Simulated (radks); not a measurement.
The numbers below are computed, except where a source is named.
Problem. Radial electron density D(r) = 4 pi r^2 rho(r) of an atom or ion with 65 electrons. Code: a radial shooting solver on a logarithmic mesh with Libxc functionals. Model: Dirac Kohn-Sham, PBE, spin-unpolarised, spherical densities, point nucleus.

r (bohr),D(r) (e/bohr)
0.002625,22.01
0.003473,32.01
0.004595,44.88
0.00608,59.99
0.008045,75.36
0.01064,87.52
0.01408,92.57
0.01863,89.25
0.02466,82.71
0.03262,84.06
0.04317,99.71
0.05711,117.5
0.07557,114.7
0.09999,95.31
0.1323,93.89
0.175,106.9
0.2316,86.87
0.3064,51.90
0.4055,52.39
0.5365,55.37
0.7098,34.98
0.9392,18.41
1.243,12.02
1.644,6.722
2.176,2.336
2.879,0.4656
3.809,0.05202
5.039,0.003327

What is the nuclear charge?

Solution. Z = 67. The innermost maximum, from 1s, lies near gamma/Z bohr with gamma = sqrt(1 - (Z/c)^2) = 0.872, here 0.013 bohr (found: 0.0144), and its height grows with Z. The density is that of the holmium ion Ho2+ in [Xe] 4f11; the configuration itself is not fixed sharply by these data, and Z only to a few units. D(r) has 4 maxima, at r = 0.0144, 0.0639, 0.178, 0.487 bohr, and minima at 0.0278, 0.116, 0.346 bohr, inside which lie 2.02, 11.16, 29.54 electrons.
